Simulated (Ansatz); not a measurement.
Frontier orbitals of H₆O₂Si₂, SMILES `O[SiH2][SiH2]O`.

```xyz
10

O    -1.100   -0.320    1.311
Si    0.506    0.014    1.017
Si    0.428    0.160   -1.332
O    -1.175    0.006   -1.702
H    -1.389   -0.425    2.219
H     1.381   -1.072    1.547
H     0.919    1.271    1.704
H     1.222   -0.917   -1.984
H     0.942    1.461   -1.839
H    -1.734   -0.179   -0.941
```

Charge 0, multiplicity 1. Geometry: relaxed with PBE0-D4/def2-TZVP. It is one conformer, not always the lowest. Basis def2-TZVPP, Ansatz 0.2.0.

```
 functional  HOMO (eV)  LUMO (eV)  gap (eV)
LDA (SPW92)      -6.80      -1.96      4.84
        PBE      -6.72      -1.72      5.00
     revPBE      -6.68      -1.61      5.07
     B97M-V      -7.11      -1.60      5.51
       PBE0      -7.93      -0.86      7.07
    r2SCANh      -7.44      -1.08      6.36
      BHLYP      -9.06       0.00      9.06
    ωB97M-V     -10.00       0.83     10.83
```

A quarter of exact exchange (PBE0) shifts PBE's HOMO by −1.21 eV and its LUMO by +0.86 eV; full exchange at long range (ωB97M-V) shifts them by −3.28 and +2.55 eV. The gap opens from 5.00 to 10.83 eV, since occupied levels lose self-interaction and empty ones feel all the electrons. A positive LUMO is unbound and depends on the basis.
